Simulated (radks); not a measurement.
Values are calculated unless marked as measured or tabulated.
Hf III, configuration [Xe] 4f14 5d1.75 6p0.25 (fractional occupations, a model configuration). Code: a radial shooting solver on a logarithmic mesh with Libxc functionals. Model: scalar-relativistic Kohn-Sham, BLYP, spin-unpolarised, spherical densities, finite nucleus; Fermi nuclear charge, rms radius 5.347 fm.

Radial electron density D(r) = 4 pi r^2 rho(r):

r (bohr),D(r) (e/bohr)
0.004112,48.13
0.005709,66.76
0.007861,84.54
0.01091,96.38
0.01503,96.75
0.02086,88.98
0.02873,88.98
0.03988,109.7
0.05493,130.8
0.07564,119.9
0.105,100.6
0.1446,115.7
0.2007,105.3
0.2764,62.80
0.3837,67.33
0.5285,62.21
0.7336,31.08
1.01,16.83
1.391,9.493
1.931,3.309
2.66,0.8696
3.692,0.2408
5.085,0.05350
7.058,0.004744
9.72,0.0001145

D(r) has 4 maxima, at r = 0.0129, 0.0586, 0.163, 0.436 bohr, and minima at 0.0249, 0.106, 0.309 bohr, inside which lie 1.92, 11.08, 29.84 electrons.
